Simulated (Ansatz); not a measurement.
Steps of a relaxation of CH₈AlBSi, SMILES `[AlH2][CH2]B[SiH3]` with RKS PBE-D4/def2-SVP.

```sh
$ ansatz run in.yaml --threads 2 --pin off --events-out ev --progress --plain --max-ram 4352MiB
```

```yaml
crystal:
  periodic: [false, false, false]
  atoms:
    - {symbol: Al, position_ang: [-1.869700, 1.035400, 0.882900]}
    - {symbol: C, position_ang: [-1.056500, -0.310300, -0.266800]}
    - {symbol: B, position_ang: [0.336900, -0.674900, 0.323200]}
    - {symbol: Si, position_ang: [2.068900, -0.342600, -0.680400]}
    - {symbol: H, position_ang: [-2.309500, 2.486900, 0.224200]}
    - {symbol: H, position_ang: [-2.201100, 0.797400, 2.412500]}
    - {symbol: H, position_ang: [-0.918300, 0.091800, -1.292600]}
    - {symbol: H, position_ang: [-1.650800, -1.198500, -0.296100]}
    - {symbol: H, position_ang: [0.450700, -1.134500, 1.458400]}
    - {symbol: H, position_ang: [2.861700, 0.571300, 0.096000]}
    - {symbol: H, position_ang: [2.689600, -1.626000, -0.865900]}
    - {symbol: H, position_ang: [1.675200, 0.248900, -1.961600]}
basis:
  gaussian: {orbitals: def2-SVP}
hamiltonian: {xc: pbe, dispersion: d4}
relax: {f_tol: 0.03, max_steps: 200}
```

Positions (Å) and forces (eV/Å) along the path, 12 of 21 steps:

```xyz
12
step=1 energy=-16300.0821 eV
Al   -1.870    1.035    0.883   -0.557    0.811   -0.208
C    -1.056   -0.310   -0.267    1.961    0.979   -0.510
B     0.337   -0.675    0.323   -0.050    0.059    0.293
Si    2.069   -0.343   -0.680   -1.857    0.104    0.327
H    -2.309    2.487    0.224    0.238   -0.497    0.190
H    -2.201    0.797    2.413    0.028   -0.136    0.194
H    -0.918    0.092   -1.293   -0.336   -0.036   -0.043
H    -1.651   -1.198   -0.296   -1.201   -1.195    0.323
H     0.451   -1.135    1.458   -0.188   -0.144   -0.108
H     2.862    0.571    0.096    1.015    0.806    0.593
H     2.690   -1.626   -0.866    0.818   -1.104   -0.228
H     1.675    0.249   -1.962    0.129    0.354   -0.822
12
step=4 energy=-16300.5109 eV
Al   -1.825    1.084    0.835    0.010    0.025    0.087
C    -1.076   -0.370   -0.289   -0.095   -0.437   -0.048
B     0.302   -0.698    0.293   -0.147   -0.059   -0.142
Si    2.043   -0.274   -0.656    0.049    0.026    0.037
H    -2.172    2.496    0.178    0.001    0.022   -0.021
H    -2.159    0.752    2.361    0.004    0.014   -0.016
H    -1.157   -0.093   -1.364    0.000   -0.006    0.183
H    -1.860   -1.125    0.026    0.240    0.321   -0.116
H     0.360   -1.268    1.375    0.025    0.072    0.009
H     2.954    0.615    0.170   -0.047   -0.049   -0.044
H     2.805   -1.564   -0.893   -0.045    0.081    0.019
H     1.861    0.391   -2.003    0.005   -0.009    0.053
12
step=6 energy=-16300.5288 eV
Al   -1.763    1.090    0.822   -0.001   -0.041   -0.005
C    -1.092   -0.428   -0.292   -0.030   -0.092    0.059
B     0.282   -0.744    0.280    0.034    0.000   -0.094
Si    2.017   -0.252   -0.643   -0.008    0.028    0.027
H    -2.082    2.493    0.128    0.028   -0.002   -0.006
H    -2.113    0.798    2.351    0.018    0.016    0.008
H    -1.190   -0.137   -1.355    0.009    0.034   -0.021
H    -1.897   -1.130    0.042   -0.013    0.029   -0.004
H     0.375   -1.312    1.358   -0.041    0.021    0.051
H     2.898    0.627    0.217   -0.007   -0.008    0.000
H     2.806   -1.514   -0.908    0.012    0.004   -0.006
H     1.835    0.454   -1.965    0.000    0.009   -0.008
12
step=8 energy=-16300.5402 eV
Al   -1.648    1.079    0.794   -0.017    0.014   -0.040
C    -1.140   -0.535   -0.302   -0.073    0.045    0.111
B     0.240   -0.817    0.257    0.073    0.035   -0.030
Si    1.965   -0.202   -0.617   -0.007   -0.031   -0.009
H    -1.857    2.478    0.033    0.033   -0.091    0.054
H    -1.990    0.889    2.346    0.030    0.009   -0.072
H    -1.261   -0.222   -1.356    0.002    0.024   -0.042
H    -1.977   -1.177    0.067    0.032   -0.015   -0.015
H     0.354   -1.378    1.337   -0.035   -0.009    0.027
H     2.787    0.663    0.315   -0.017   -0.004   -0.009
H     2.823   -1.406   -0.939   -0.010    0.026    0.009
H     1.782    0.574   -1.901   -0.010   -0.001    0.016
12
step=9 energy=-16300.5424 eV
Al   -1.634    1.077    0.787   -0.012   -0.002   -0.015
C    -1.145   -0.543   -0.303   -0.054    0.029    0.039
B     0.235   -0.822    0.258    0.050    0.010   -0.013
Si    1.957   -0.199   -0.613   -0.010   -0.013    0.000
H    -1.825    2.474    0.030    0.022   -0.046    0.026
H    -1.967    0.892    2.340    0.013    0.010   -0.036
H    -1.264   -0.227   -1.358    0.007    0.004   -0.008
H    -1.980   -1.188    0.062    0.026    0.001   -0.006
H     0.341   -1.380    1.341   -0.019   -0.006    0.007
H     2.770    0.673    0.320   -0.010   -0.004   -0.008
H     2.826   -1.394   -0.937   -0.014    0.028    0.004
H     1.763    0.582   -1.893    0.000   -0.010    0.011
12
step=10 energy=-16300.5442 eV
Al   -1.600    1.073    0.777    0.008   -0.011   -0.004
C    -1.158   -0.565   -0.304   -0.031   -0.012   -0.018
B     0.223   -0.845    0.257    0.004    0.023    0.013
Si    1.935   -0.183   -0.603    0.019   -0.030   -0.019
H    -1.738    2.467    0.012    0.006    0.007   -0.008
H    -1.923    0.916    2.330   -0.008   -0.001    0.007
H    -1.275   -0.246   -1.360    0.007   -0.001    0.032
H    -1.993   -1.208    0.061    0.017    0.011   -0.007
H     0.321   -1.411    1.338    0.009   -0.002   -0.021
H     2.725    0.700    0.340   -0.011   -0.002   -0.006
H     2.832   -1.354   -0.936   -0.010    0.020    0.014
H     1.729    0.601   -1.879   -0.009   -0.002    0.017
12
step=13 energy=-16300.5469 eV
Al   -1.489    1.073    0.760    0.013    0.032   -0.044
C    -1.201   -0.634   -0.288    0.028    0.030    0.054
B     0.192   -0.927    0.236   -0.023    0.020    0.002
Si    1.872   -0.142   -0.588    0.052   -0.026    0.018
H    -1.434    2.455   -0.051    0.004   -0.080    0.048
H    -1.877    0.998    2.306   -0.007    0.003   -0.019
H    -1.328   -0.276   -1.329   -0.001   -0.004   -0.011
H    -2.041   -1.263    0.080   -0.014   -0.001   -0.003
H     0.317   -1.555    1.279    0.012    0.015   -0.035
H     2.552    0.803    0.385   -0.025   -0.026   -0.031
H     2.883   -1.226   -0.898   -0.042    0.045    0.017
H     1.630    0.639   -1.858    0.002   -0.007    0.004
12
step=14 energy=-16300.5482 eV
Al   -1.465    1.070    0.762   -0.001    0.041   -0.052
C    -1.210   -0.645   -0.283    0.038    0.022    0.040
B     0.187   -0.939    0.228   -0.017    0.018    0.009
Si    1.861   -0.134   -0.589    0.048   -0.026    0.021
H    -1.354    2.448   -0.050    0.006   -0.078    0.050
H    -1.894    1.010    2.298    0.000   -0.002   -0.019
H    -1.343   -0.280   -1.322   -0.001    0.000    0.003
H    -2.049   -1.272    0.087   -0.012   -0.002   -0.001
H     0.321   -1.579    1.263    0.008    0.015   -0.033
H     2.514    0.831    0.385   -0.030   -0.037   -0.037
H     2.895   -1.202   -0.881   -0.049    0.055    0.017
H     1.614    0.636   -1.865    0.009   -0.007    0.002
12
step=16 energy=-16300.5490 eV rejected
Al   -1.383    1.058    0.780   -0.112    0.174   -0.039
C    -1.239   -0.676   -0.258    0.061   -0.023   -0.004
B     0.174   -0.977    0.197   -0.008    0.014    0.006
Si    1.822   -0.108   -0.609    0.098   -0.019    0.044
H    -1.045    2.427   -0.006   -0.008   -0.205    0.133
H    -2.021    1.033    2.254    0.090    0.013   -0.114
H    -1.397   -0.285   -1.287    0.002    0.007    0.040
H    -2.076   -1.298    0.125    0.008    0.019    0.001
H     0.350   -1.647    1.208   -0.008    0.015   -0.034
H     2.366    0.934    0.360   -0.039   -0.069   -0.068
H     2.937   -1.118   -0.808   -0.084    0.087    0.015
H     1.589    0.602   -1.922    0.001   -0.013    0.020
12
step=17 energy=-16300.5526 eV
Al   -1.416    1.058    0.773   -0.008    0.092   -0.024
C    -1.231   -0.669   -0.267    0.010   -0.003    0.019
B     0.177   -0.967    0.203    0.004    0.025    0.028
Si    1.833   -0.115   -0.602    0.042   -0.015    0.001
H    -1.115    2.427   -0.008   -0.006   -0.094    0.052
H    -1.985    1.032    2.268    0.020   -0.012   -0.051
H    -1.383   -0.285   -1.298    0.001    0.004    0.015
H    -2.069   -1.292    0.112    0.006    0.000   -0.006
H     0.342   -1.625    1.222   -0.006   -0.001   -0.023
H     2.405    0.911    0.363   -0.027   -0.039   -0.030
H     2.926   -1.138   -0.824   -0.040    0.046    0.013
H     1.594    0.606   -1.907    0.005   -0.004    0.005
12
step=18 energy=-16300.5537 eV
Al   -1.404    1.058    0.777   -0.038    0.068   -0.002
C    -1.234   -0.670   -0.261    0.009   -0.014    0.019
B     0.177   -0.970    0.200    0.000    0.003    0.006
Si    1.827   -0.112   -0.609    0.031   -0.005    0.008
H    -1.056    2.420    0.007   -0.002   -0.074    0.050
H    -2.019    1.031    2.255    0.036    0.002   -0.063
H    -1.391   -0.283   -1.290    0.002    0.008    0.010
H    -2.071   -1.294    0.121    0.010    0.006   -0.005
H     0.348   -1.636    1.212   -0.005    0.003   -0.013
H     2.376    0.928    0.353   -0.015   -0.025   -0.025
H     2.935   -1.122   -0.811   -0.031    0.034    0.009
H     1.590    0.594   -1.922    0.002   -0.004    0.007
12
step=21 energy=-16300.5558 eV
Al   -1.385    1.056    0.783    0.004    0.002    0.000
C    -1.241   -0.679   -0.246   -0.012   -0.005    0.014
B     0.176   -0.986    0.192    0.001   -0.003    0.004
Si    1.811   -0.104   -0.618    0.005    0.009   -0.003
H    -0.907    2.392    0.055   -0.003   -0.003    0.001
H    -2.086    1.053    2.217    0.001    0.003   -0.005
H    -1.405   -0.277   -1.269    0.001    0.004   -0.007
H    -2.075   -1.303    0.134    0.001    0.001   -0.004
H     0.357   -1.672    1.188    0.001   -0.004   -0.001
H     2.307    0.975    0.326    0.000   -0.001    0.000
H     2.955   -1.075   -0.779    0.001   -0.001   -0.001
H     1.570    0.566   -1.949    0.000   -0.001    0.003
```

It took 37 s on 2 threads of an Arm Neoverse V2 on a shared host, with 0.15 GiB of host memory at the peak.
